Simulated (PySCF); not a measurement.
Ni⁺ (nickel, charge +1) across methods

[Ar] 3d8 4p1, one real determinant (an excited configuration). Calculation: PySCF 2.14, in ANO-RCC-VTZP (6s5p3d2f1g, 59 functions); the spin-free X2C one-electron Hamiltonian (Gaussian nucleus).

| method | E (hartree) | mean ε 3d α (eV) | mean ε 3d β (eV) | mean ε 4p α (eV) | Σ⟨r²⟩ (bohr²) | ⟨S²⟩ |
| --- | --- | --- | --- | --- | --- | --- |
| UHF | -1518.64388 | -30.530 | -27.929 | -10.961 | 29.04 | 3.752 |
| PBE | -1519.797 | -20.480 | -18.734 | -9.141 | 28.61 | 3.750 |
| LDA | -1517.240 | -20.837 | -18.910 | -9.206 | 28.50 | 3.750 |
| HSE06 | -1519.823 | -22.712 | -20.794 | -9.353 | 28.57 | 3.751 |
| wB97M-V | -1519.917 | -25.624 | -23.827 | -11.318 | 28.61 | 3.751 |
| PBE0 | -1519.810 | -23.148 | -21.213 | -9.712 | 28.59 | 3.751 |
| CAM-B3LYP | -1520.138 | -24.658 | -22.845 | -10.719 | 28.54 | 3.751 |

(1) Estimate the same row for r2SCAN.

⟨L²⟩ = 14.02 against 20 for a pure G term, so this real determinant mixes terms.

Answers

(1) E (hartree) = -1520.020; mean ε 3d α (eV) = -20.749; mean ε 3d β (eV) = -19.054; mean ε 4p α (eV) = -9.266; Σ⟨r²⟩ (bohr²) = 28.45; ⟨S²⟩ = 3.751.
